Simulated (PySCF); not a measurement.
Cl3Zr, neutral, multiplicity 2. Atoms are numbered in the order given.

```xyz
4

Zr     0.0000     0.0000     0.0000
Cl     2.3389     0.0000     0.0000
Cl    -1.1694    -2.0255     0.0000
Cl    -1.1694     2.0255     0.0000
```
Charge 0, spin multiplicity 2.

Coordinates come from a r2SCAN-D4/def2-SVP optimisation. The spin state was assumed, not searched. The isomer is the one that the SMILES or the coordinates give; other isomers of the formula were not compared. The def2 effective core potentials stand for the cores of Zr; spin–orbit coupling is left out.

Calculation: r2SCAN/def2-TZVPD (PySCF).

Mulliken values depend strongly on the basis, most of all with diffuse functions as here. ESP charges are fitted to the potential on shells at 1.4 to 2.0 van der Waals radii. Atomic charges (e):

```json
[
 {"atom": "Zr1", "Mulliken": "1.39", "ESP fit": "?", "Mulliken spin": "1.11"},
 {"atom": "Cl2", "Mulliken": "-0.46", "ESP fit": "?", "Mulliken spin": "-0.04"},
 {"atom": "Cl3", "Mulliken": "-0.46", "ESP fit": "?", "Mulliken spin": "-0.04"},
 {"atom": "Cl4", "Mulliken": "-0.46", "ESP fit": "?", "Mulliken spin": "-0.04"}
]
```

Some entries are withheld; supply them. (An estimate is asked for; the answer gives what the named calculation found.)


- Zr1, ESP fit: 0.50
- Cl2, ESP fit: -0.17
- Cl3, ESP fit: -0.17
- Cl4, ESP fit: -0.17
